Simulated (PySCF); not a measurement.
SMILES B(NB(C)C)(C)C (C4H13B2N), GFN2-xTB optimised geometry.

```
20

B      1.08     0.81     0.00
C      2.67     0.81     0.00
C      0.32     2.20     0.00
N      0.41    -0.44     0.00
B     -0.94    -0.85    -0.01
C     -2.16     0.16     0.01
C     -1.25    -2.41    -0.02
H      3.06     1.32    -0.88
H      3.12    -0.18     0.02
H      3.06     1.36     0.85
H     -0.30     2.31     0.89
H     -0.34     2.29    -0.85
H      1.01     3.04    -0.03
H      1.06    -1.22    -0.01
H     -3.12    -0.35     0.03
H     -2.12     0.83     0.87
H     -2.15     0.80    -0.88
H     -1.82    -2.70     0.86
H     -1.87    -2.68    -0.87
H     -0.36    -3.04    -0.05
```

Density from B3LYP/def2-SVP run with PySCF 2.14.0 at that geometry.

Minimum of the electron density along straight lines between bonded atoms, close to the bond critical point (lines longer than 1.1 times the sum of covalent radii, or with two minima, are not listed):

| bond | length / Å | ρ at the minimum / e bohr⁻³ | ∇²ρ there / e bohr⁻⁵ | position (fraction from the first atom) |
|---|---|---|---|---|
| B1–C2 | 1.589 | 0.177 | -0.14 | 0.32 |
| B1–C3 | 1.584 | 0.179 | -0.16 | 0.32 |
| B1–N4 | 1.418 | 0.202 | 0.62 | 0.33 |
| N4–B5 | 1.418 | 0.202 | 0.62 | 0.67 |
| B5–C6 | 1.584 | 0.179 | -0.16 | 0.32 |
| B5–C7 | 1.589 | 0.177 | -0.14 | 0.32 |
| C2–H8 | 1.089 | 0.269 | -0.95 | 0.62 |
| C2–H9 | 1.089 | 0.272 | -0.95 | 0.62 |
| C2–H10 | 1.089 | 0.269 | -0.95 | 0.62 |
| C3–H11 | 1.088 | 0.270 | -0.95 | 0.62 |
| C3–H12 | 1.087 | 0.270 | -0.95 | 0.62 |
| C3–H13 | 1.087 | 0.274 | -0.97 | 0.62 |
| N4–H14 | 1.013 | 0.337 | ? | 0.76 |
| C6–H15 | 1.087 | 0.274 | -0.97 | 0.62 |
| C6–H16 | 1.087 | 0.270 | -0.95 | 0.62 |
| C6–H17 | 1.088 | 0.270 | -0.95 | 0.62 |
| C7–H18 | 1.089 | 0.269 | -0.95 | 0.62 |
| C7–H19 | 1.089 | 0.269 | -0.95 | 0.62 |
| C7–H20 | 1.089 | 0.272 | -0.95 | 0.62 |

Some entries are withheld; supply them.


- N4–H14, ∇²ρ there / e bohr⁻⁵: -1.55
